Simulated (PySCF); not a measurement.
The scaffold SiH2Cl-X carries different groups X. Isolated molecules, 0 K electronic values unless said otherwise. One relaxed conformer stands for each flexible species; it need not be the lowest. Strings in code marks are SMILES.

Level of theory: B3LYP-D3(BJ)/def2-TZVP // PBE0-D4/def2-TZVP (PySCF). All candidates: neutral, multiplicity 1. B3LYP has the VWN-RPA correlation part, as in Gaussian. Delta-SCF ions had no search for a lower state. Excitations are Tamm–Dancoff values on a coarser integration grid. The basis has no diffuse functions, so Rydberg states are missing or too high.

```
Item                                      Result
--------------------------------------  --------
vertical ionisation energy (Delta-SCF)  10.90 eV
HOMO–LUMO gap                            8.75 eV
S1 excitation (TDA)                      7.58 eV
```

Question: Say which member has these values.
A. `CN[SiH2]Cl` (C–N–Si–Cl torsion 69°)
B. `B[SiH2]Cl`
C. `C[SiH2]Cl`
D. `O=C[SiH2]Cl` (O–C–Si–Cl torsion 180°)

Answer: C, `C[SiH2]Cl`. The others give `CN[SiH2]Cl` (C–N–Si–Cl torsion 69°): 9.45 eV, 7.39 eV, 6.28 eV; `O=C[SiH2]Cl` (O–C–Si–Cl torsion 180°): 9.74 eV, 4.94 eV, 3.24 eV; `B[SiH2]Cl`: 10.42 eV, 5.18 eV, 4.04 eV
